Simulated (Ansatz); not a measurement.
Two isomers of C2H7BS: A = `CCBS`, B = `BCCS`.

Program: Ansatz. Geometries: PBE0-D4/def2-TZVP. ΔE: electronic, gas phase. CBS: MP2 limit from def2 TZ/QZ plus the TZ coupled-cluster correction, frozen cores. This one scheme is used for every species. DFT in def2-TZVPP. One conformer a species, not always the lowest.

A:

Z-matrix (Å, degrees):
```
C
C 1 1.529
H 1 1.093 2 111.3
H 1 1.092 2 111.1 3 -119.5
H 1 1.093 2 111.6 3 120.0
B 2 1.561 1 114.1 3 64.6
H 2 1.101 1 108.7 3 -178.5
H 2 1.095 1 110.6 3 -63.1
S 6 1.778 2 125.5 1 -139.5
H 6 1.198 2 121.2 1 42.0
H 9 1.346 6 98.9 2 1.8
```

B:

```xyz
11

B     0.2950   -0.3808    1.7087
C     0.0732    0.3895    0.3795
C    -0.0359   -0.4317   -0.8915
S    -0.0401    0.5316   -2.4290
H     0.2739    0.2173    2.7459
H     0.5241   -1.5575    1.7290
H     0.9306    1.0813    0.3079
H    -0.7803    1.0731    0.4826
H     0.8270   -1.0942   -0.9949
H    -0.9194   -1.0726   -0.8709
H    -1.1481    1.2440   -2.1674
```

Q: Which is lower in electronic energy at CCSD(T)/CBS, and by how much? (Best estimate.)

A: The calculation gave: A, by 35.2 kcal/mol.

Q: Give E(B) − E(A) in kcal/mol with CCSD(T)/def2-TZVPP, ωB97M-V, PBE0-D4, HF/def2-TZVPP, CCSD(T)/def2-SVP, B2PLYP, MP2/def2-TZVPP. (An estimate is asked.)

A: The calculation gave: CCSD(T)/def2-TZVPP 35.8, ωB97M-V 35.0, PBE0-D4 36.2, HF/def2-TZVPP 33.1, CCSD(T)/def2-SVP 38.8, B2PLYP 35.7, MP2/def2-TZVPP 36.1. None reverses the order clearly.

Q: Does the order hold for the free energy at 298.15 K (harmonic terms from PBE0-D4)? (An estimate is asked.)

A: The calculation gave: Yes: G(B) − G(A) = +32.9 kcal/mol, for one conformer each. Modes under 60 cm⁻¹, often nearly free rotors, make the harmonic entropy too high.

Largest T1 diagnostic: 0.012.

In def2-TZVPP, CCSD(T) changes the Hartree–Fock value by +2.7 kcal/mol (the triples alone add +0.5 kcal/mol) and MP2 by +3.0 kcal/mol. At CCSD(T), def2-SVP lies +3.6 kcal/mol from the extrapolated value and def2-TZVPP +0.6 kcal/mol.
